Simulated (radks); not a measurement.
Results of a calculation; reference values are marked as such.
Species: La XXVII. Configuration: [Ar] 3d10 4s2 4p1.

Level of theory: scalar-relativistic Kohn-Sham, revPBE, spin-polarised, spherical densities, finite nucleus; open shells are filled with parallel spins first (spin-orbit coupling, left out, can overturn this in heavy ions); Fermi nuclear charge, rms radius 4.855 fm (a radial shooting solver on a logarithmic mesh with Libxc functionals).

Energy parts (eV):
| part | energy |
|---|---|
| total | -222186.19 |
| kinetic | 235486.66 |
| electron-nucleus | -510602.85 |
| Hartree | 57669.35 |
| exchange-correlation | -4739.36 |

Orbitals (lengths in bohr, moments of r in powers of bohr):
orbital  occ.  eigenvalue (eV)  <1/r>      <r>
1s up       1        -39603.57  62.01  0.02507
1s down     1        -39602.98  62.01  0.02507
2s up       1        -7003.590  14.30   0.1073
2s down     1        -7003.271  14.30   0.1073
2p up       3        -6367.124  13.57  0.09405
2p down     3        -6366.593  13.57  0.09405
3s up       1        -2105.794  5.251   0.2813
3s down     1        -2105.171  5.252   0.2812
3p up       3        -1901.986  4.987   0.2783
3p down     3        -1901.271  4.988   0.2782
3d up       5        -1614.763  4.743   0.2534
3d down     5        -1614.080  4.745   0.2533
4s up       1        -948.6302  2.463   0.5836
4s down     1        -944.1005  2.465   0.5836
4p up       1        -873.5696  2.342   0.5982
4p down     0        -869.0776  2.343   0.5984

The highest occupied level is 4p up at -873.57 eV. Summed over all electrons, <r^2> = 2.732 bohr^2, which gives a Langevin (diamagnetic) susceptibility term of -2.16 x 10^-6 cm^3/mol. For comparison, the ionisation energy in NIST's Atomic Spectra Database is 906 eV (theoretical). In exact Kohn-Sham theory the highest level is minus the ionisation energy, but local and semilocal functionals leave it too shallow, through self-interaction and a potential that decays too fast; potentials with the right tail come closer. The spin density at the nucleus is -5.235 e/bohr^3 (1s -3.304, 2s 0.711, 3s -0.217, 4s -2.426). The density falls to 0.001 e/bohr^3 at r = 1.33 bohr. Spin moment in Bohr magnetons: 1.
